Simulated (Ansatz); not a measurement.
Input for Ansatz (a program for electronic structure): R-r2SCAN/def2-TZVPP on CH6Sn (SMILES [CH3][SnH3]), a point of a torsion scan. Elements past Kr take the def2 small-core potentials; no spin–orbit coupling.

Ansatz 0.2 input:
```yaml
crystal:
  periodic: [false, false, false]
  atoms:
    - {symbol: C, position_ang: [-1.16244442, -0.07939277, 0.02049871]}
    - {symbol: Sn, position_ang: [0.98473400, 0.05147222, -0.02960484]}
    - {symbol: H, position_ang: [-1.56369515, 0.55007817, 0.80572824]}
    - {symbol: H, position_ang: [-1.47715471, -1.09932416, 0.20626835]}
    - {symbol: H, position_ang: [-1.58523381, 0.24167396, -0.92395089]}
    - {symbol: H, position_ang: [1.70103074, -1.42243737, 0.22427414]}
    - {symbol: H, position_ang: [1.56992068, 1.07879110, 1.13340006]}
    - {symbol: H, position_ang: [1.53724554, 0.61109825, -1.48973699]}
basis:
  gaussian:
    orbitals: def2-TZVPP
hamiltonian:
  xc: {name: r2SCAN}
scf: {lower_state_search: off}
```

Program output:

```
WARN ansatz: RAYON_NUM_THREADS=1 ignored (pool sized by the plan → 1); use --threads N
Functional definition: r2SCAN
these checks for a lower state are left out or cut short: stability, starts, cluster_reference, orbital_swaps, neighbouring_geometries, increment
integrals: 0.06 GiB planned
922 factors; their error is unknown
mean field: 0.54 GiB planned
mean field evaluation 1: about -6959.9534 eV, gradient 5.7e1 eV
mean field evaluation 2: about -6951.0000 eV, gradient 7.4e1 eV
mean field evaluation 4: about -6967.4893 eV, gradient 3.2e0 eV
mean field evaluation 8: about -6967.5087 eV, gradient 4.6e-2 eV
mean field evaluation 16: about -6967.4955 eV, gradient 7.1e-5 eV
mean field -6967.49554483 eV, -256.0507385346 hartree, gradient 8.9e-6 eV, S^2 0.000000; 0 other end points of the search recorded, 0 dependent functions left out
reference -6967.49555979 eV, -256.0507390843 hartree; 17, 17 occupied and 148, 148 virtual orbitals, 922 factors
Total energy: -6967.49555979 eV, -256.0507390843 hartree
Checks for a lower state left out: stability, starts, cluster_reference, orbital_swaps, neighbouring_geometries, increment
```

Self-consistency was reached.

Cost: around 2.1 core-seconds (rough).
